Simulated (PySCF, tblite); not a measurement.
Isomers of C4H5FO2Si, one GFN2-xTB conformer each. Single-point energies are computed at PBE0/pcSseg-1 (PySCF, gas phase, no added dispersion term), electronic only.

**Question.** Rank them by PBE0/pcSseg-1 energy, lowest first (kcal/mol).
A. `[CH:1]#[C:2][C:3](=[O:4])[O:5][Si@H:6]([CH3:7])[F:8]` with C2–C3–O5–Si6 179°, C3–O5–Si6–C7 -64°
B. `[O:1]=[C:2]1[O:3][CH2:4][CH:5]=[C:6]1[SiH2:7][F:8]` with C5–C6–Si7–F8 0°
C. `[CH:1]#[C:2][Si@@H:3]([OH:4])[O:5]/[CH:6]=[CH:7]\[F:8]` with C2–Si3–O4–H -57°, C2–Si3–O5–C6 62°, Si3–O5–C6–C7 5°

**Answer.** B (0.0), A (6.2), C (48.7).

As drawn, the lowest has a C=O bond, a C(=O)–O unit and an Si–F bond, which the highest lacks; the highest has a C≡C bond, an O–H bond and an Si–O bond, which the lowest lacks. GFN2-xTB itself gives, in the same order: 0.0, 10.5, 43.2. Both levels put the same isomer lowest; measured from each level's own lowest isomer, the values differ by up to 5.5 kcal/mol (C#C[Si@@H](O)O/C=C\F: 43.2 against 48.7).

**Question.** Which frontier levels, dipoles and rotational constants go with these structures?

**Answer.** 
```csv
SMILES,"HOMO (eV, PBE0/pcSseg-1)",LUMO (eV),dipole (D),"A, B, C (MHz)"
O=C1OCC=C1[SiH2]F,-8.24,-1.75,3.68,"3299, 1205, 897.4"
C#CC(=O)O[Si@H](C)F,-8.54,-1.68,0.83,"3412, 994.1, 842.4"
C#C[Si@@H](O)O/C=C\F,-6.86,-0.31,1.01,"2210, 1448, 1006"
```

**Question.** What happens when harmonic zero-point energies from GFN2-xTB frequencies are added?

**Answer.** 
```tsv
SMILES	ZPE (kcal/mol)	electronic (kcal/mol)	with ZPE (kcal/mol)
O=C1OCC=C1[SiH2]F	51.0	0.0	0.0
C#CC(=O)O[Si@H](C)F	50.1	6.2	5.3
C#C[Si@@H](O)O/C=C\F	49.8	48.7	47.4
```

The zero-point energies span 1.2 kcal/mol. The order is unchanged.

**Question.** As an exercise, what shares would exp(−E/RT) give at 1000 K from these electronic energies alone (no entropy, no degeneracies)?

**Answer.** RT = 1.987 kcal/mol: O=C1OCC=C1[SiH2]F 95.7 %, C#CC(=O)O[Si@H](C)F 4.3 %, C#C[Si@@H](O)O/C=C\F under 0.1 %.
